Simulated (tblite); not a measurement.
C9H5FOS.
SMILES with atom numbers: `[F:1][c:2]1[cH:3][c:4]2[cH:5][cH:6][cH:7][cH:8][c:9]2[o:10][c:11]1=[S:12]` (hydrogens: H13 on C3; H14 on C5; H15 on C6; H16 on C7; H17 on C8)

Computed values, GFN2-xTB/tblite, gas phase, harmonic and unscaled. The method is semi-empirical: single wavenumbers can be off by several per cent or more.

Harmonic wavenumbers (cm⁻¹): 68.8, 103.3, 191.3, 219.2, 267.4, 301.4, 356.9, 362.9, 419.1, 442.8, 517.6, 517.7, 569.8, 621.8, 628.7, 697.8, 710.9, 776.3, 833.6, 855.5, 867.4, 877.9, 913.1, 927.2, 1075.8, 1101.9, 1125.9, 1146.5, 1172.6, 1175.0, 1215.8, 1239.3, 1280.2, 1341.8, 1346.1, 1424.9, 1463.5, 1547.4, 1580.5, 1599.5, 3092.6, 3097.8, 3104.1, 3107.7, 3117.9.

A = 1917, B = 569.3, C = 439.0 MHz; mass 180.005 u (most abundant isotopes); point group Cs, symmetry number 1.

**Question.** What is the zero-point energy?

**Answer.** ½Σν̃ = 24703 cm⁻¹ = 295.51 kJ/mol.

**Question.** Give the ideal-gas entropy at 298.15 K and 1 bar in the rigid-rotor, harmonic-oscillator model (classical rotation).

**Answer.** Translation 173.62, rotation 129.22, vibration 98.63: S = 401.5 J/(mol K).

**Question.** And Cp and H(298.15 K) − H(0)?

**Answer.** Cp = 161.13 J/(mol K), of which vibrations give 127.87 (their classical limit is 45 R = 374.2); H(298.15 K) − H(0) = 27.10 kJ/mol without the zero-point energy, 17.18 from vibrations.

**Question.** Blend soft modes into free rotors: weight 1/[1 + (100 cm⁻¹/ν̃)⁴] for the oscillator and the rest for a rotor with moment μB/(μ + B), μ = h/(8π²ν), B = 10⁻⁴⁴ kg m². What vibrational entropy results?

**Answer.** 94.35 J/(mol K) in place of 98.63, which changes −T·S at 298.15 K by +1.28 kJ/mol.

**Question.** How do the functions run with temperature in this model?

**Answer.** 
| T (K) | S (J/(mol K)) | Cp (J/(mol K)) | H − H(0) (kJ/mol) | G − H(0) (kJ/mol) | ln q(vib) |
| --- | --- | --- | --- | --- | --- |
| 100 | 287.1 | 66.0 | 4.65 | -24.06 | 0.88 |
| 200 | 347.2 | 113.6 | 13.59 | -55.84 | 2.75 |
| 300 | 402.5 | 162.0 | 27.40 | -93.35 | 4.98 |
| 500 | 504.8 | 240.0 | 68.14 | -184.28 | 9.84 |
| 800 | 633.7 | 305.6 | 151.15 | -355.79 | 17.12 |
| 1000 | 704.7 | 330.6 | 214.94 | -489.81 | 21.65 |

q(vib) and H(0) count from the zero-point level.

**Question.** Which modes carry the vibrational entropy at 298.15 K?

**Answer.** 68.8 cm⁻¹: 17.52; 103.3 cm⁻¹: 14.19; 191.3 cm⁻¹: 9.27; 219.2 cm⁻¹: 8.22; 267.4 cm⁻¹: 6.75; 301.4 cm⁻¹: 5.90 J/(mol K); the other 39 give 36.79 together.

**Question.** What must be added to the electronic energy to get the Gibbs energy at 298.15 K and 1 bar?

**Answer.** ZPE + [H(298.15 K) − H(0)] − T·S = 295.51 + 27.10 − 119.70 = 202.91 kJ/mol.

Hindered rotation and anharmonicity are outside this model.
